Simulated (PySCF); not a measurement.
HFGeS (SMILES [F][Ge][SH]), singlet, at a GFN2-xTB geometry. Base run: PBE/6-31G, TDA (PySCF).

PySCF was given this input:
```python
from pyscf import gto, scf, dft, tdscf

mol = gto.M(
    atom='''
Ge    0.45397530   -0.05997686    0.50294425
F     0.81670055    1.51766545   -0.30402619
S    -1.27401714   -0.62291104   -0.82305909
H    -1.49324048   -1.77315291   -0.18903476
''',
    basis='6-31g',
    verbose=4,
)

mf = dft.RKS(mol)
mf.xc = 'pbe'
mf.kernel()
td = mf.TDA()
td.nstates = 5
td.kernel()
td.analyze()
```

Each row names what was changed in the base input (with any setting that the change needs).

| change | first excitation (eV) | oscillator strength of the first | second (eV) | core-seconds (rough) |
|---|---|---|---|---|
| base | 3.77 | 0.025 | 4.62 | 10 |
| basis = def2-SVPD | 3.93 | 0.023 | 4.56 | 30 |
| functional = hf | 4.18 | 0.072 | 5.81 | 2 |
| basis = 6-31G* | 3.85 | 0.023 | 4.56 | 20 |
| nstates = 15 | 3.77 | 0.025 | 4.62 | 20 |
| response = full linear response | 3.69 | 0.018 | 4.47 | 10 |
| basis = def2-SVP | 3.89 | 0.025 | 4.65 | 20 |
| states = triplets | 2.82 | - | 3.32 | 10 |
| functional = wb97x | 3.95 | 0.044 | 5.12 | 30 |
| functional = blyp | 3.73 | 0.022 | 4.56 | 10 |
| functional = pbe0 | 3.90 | 0.036 | 4.84 | 20 |

An iterative solver can miss low states, so a row lists the states that it found.
